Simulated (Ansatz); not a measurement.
`CC[SiH2]PO` + `OBF` → `CCOBF` + `OP[SiH3]`  (substitution at a C–Si bond)

Gas-phase electronic energies from Ansatz, PBE0-D4/def2-TZVP geometries. CCSD(T)/CBS is the MP2 limit (def2-TZVPP, def2-QZVPP) plus CCSD(T) − MP2 in def2-TZVPP, frozen cores. This one scheme is used for every species. Functionals use def2-TZVPP. B3LYP here is the variant with VWN-RPA as its local correlation; programs differ in this. One conformer a species, not always the lowest.

Q: Is it downhill or uphill in electronic energy at CCSD(T)/CBS, and by how much? (Estimate.)

A: Ansatz gave: Uphill: ΔE = +77.0 kJ/mol.

Q: What do these levels give: PBE0-D4, B3LYP-D4, B2PLYP, SCS-MP2/def2-TZVPP, HF/CBS(def2), MP2/CBS(def2)? (Best estimate.)

A: Ansatz gave: PBE0-D4 76.3, B3LYP-D4 70.7, B2PLYP 68.8, SCS-MP2/def2-TZVPP 73.7, HF/CBS(def2) 53.9, MP2/CBS(def2) 85.7 kJ/mol.

Largest T1 diagnostic among the species: 0.013.

In def2-TZVPP, CCSD(T) changes the Hartree–Fock value by +18.9 kJ/mol (the triples alone add +2.0 kJ/mol) and MP2 by +27.6 kJ/mol. The D4 term adds +8.7 kJ/mol with B3LYP and +5.1 kJ/mol with PBE0; it sums over pairs of atoms, weighted by their polarisabilities, and B3LYP, whose exchange is more repulsive, gets the larger term.
